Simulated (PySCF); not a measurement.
C8H3F.
Numbering: `[CH:1]#[C:2][C:3]#[C:4][C:5]#[C:6]/[CH:7]=[CH:8]\[F:9]` (hydrogens: H10 on C1; H11 on C7; H12 on C8)

A GFN2-xTB structure was refined with PySCF, PBE0-D3(BJ)/def2-SVP geometry optimisation, gas phase. Its GFN2-xTB values:

```tsv
coordinate	GFN2-xTB
C1≡C2	1.234 Å
C1–H10	1.027 Å
C2–C3	1.364 Å
C3≡C4	1.165 Å
C4–C5	1.380 Å
C5≡C6	1.215 Å
C6–C7	1.384 Å
C7=C8	1.324 Å
C7–H11	1.078 Å
C8–F9	1.360 Å
C8–H12	1.087 Å
C1–C2–C3	179.1°
C2–C3–C4	179.6°
C3–C4–C5	179.5°
C4–C5–C6	179.1°
C5–C6–C7	179.0°
C6–C7–C8	124.6°
C7–C8–F9	123.6°
```

Question: How do these coordinates change at the PBE0-D3(BJ)/def2-SVP level?

Answer: 
```json
{"coordinate": "C3≡C4", "PBE0-D3(BJ)/def2-SVP (Å or °)": "1.228", "change": "+0.063"}
{"coordinate": "C1–H10", "PBE0-D3(BJ)/def2-SVP (Å or °)": "1.075", "change": "+0.048"}
{"coordinate": "C8–F9", "PBE0-D3(BJ)/def2-SVP (Å or °)": "1.317", "change": "-0.043"}
{"coordinate": "C6–C7", "PBE0-D3(BJ)/def2-SVP (Å or °)": "1.409", "change": "+0.025"}
{"coordinate": "C4–C5", "PBE0-D3(BJ)/def2-SVP (Å or °)": "1.357", "change": "-0.023"}
{"coordinate": "C7=C8", "PBE0-D3(BJ)/def2-SVP (Å or °)": "1.342", "change": "+0.018"}
{"coordinate": "C7–H11", "PBE0-D3(BJ)/def2-SVP (Å or °)": "1.095", "change": "+0.017"}
{"coordinate": "C1≡C2", "PBE0-D3(BJ)/def2-SVP (Å or °)": "1.219", "change": "-0.015"}
{"coordinate": "C5≡C6", "PBE0-D3(BJ)/def2-SVP (Å or °)": "1.225", "change": "+0.010"}
{"coordinate": "C8–H12", "PBE0-D3(BJ)/def2-SVP (Å or °)": "1.094", "change": "+0.007"}
{"coordinate": "C2–C3", "PBE0-D3(BJ)/def2-SVP (Å or °)": "1.362", "change": "-0.002"}
{"coordinate": "C5–C6–C7", "PBE0-D3(BJ)/def2-SVP (Å or °)": "178.2", "change": "-0.8"}
{"coordinate": "C1–C2–C3", "PBE0-D3(BJ)/def2-SVP (Å or °)": "179.8", "change": "+0.7"}
{"coordinate": "C4–C5–C6", "PBE0-D3(BJ)/def2-SVP (Å or °)": "179.8", "change": "+0.7"}
{"coordinate": "C7–C8–F9", "PBE0-D3(BJ)/def2-SVP (Å or °)": "122.9", "change": "-0.7"}
{"coordinate": "C6–C7–C8", "PBE0-D3(BJ)/def2-SVP (Å or °)": "125.0", "change": "+0.4"}
{"coordinate": "C3–C4–C5", "PBE0-D3(BJ)/def2-SVP (Å or °)": "179.8", "change": "+0.3"}
{"coordinate": "C2–C3–C4", "PBE0-D3(BJ)/def2-SVP (Å or °)": "179.9", "change": "+0.3"}
```

The energy falls by 0.363 eV over 8 energy and gradient evaluations, the largest force component goes from 0.1527 to 3.9e-04 Eh/bohr, and the atoms move by 0.063 Å rms after alignment. The bond that changes most is C3≡C4 (both ends alkyne carbon), which lengthens by 0.063 Å. Bonds longer at the end by more than 0.005 Å: 7 of 11; shorter: 3. Rotational constants go from 8353, 464.0, 439.6 to 8929, 450.8, 429.1 MHz.

The run used 141 basis functions and 66 SCF cycles in all. Hardware: an Arm Neoverse V2 with one thread, shared host with 32 logical CPUs at a one-minute load of 13. Cost: 49 s wall, 0.56 GiB resident at most.

No frequency check.
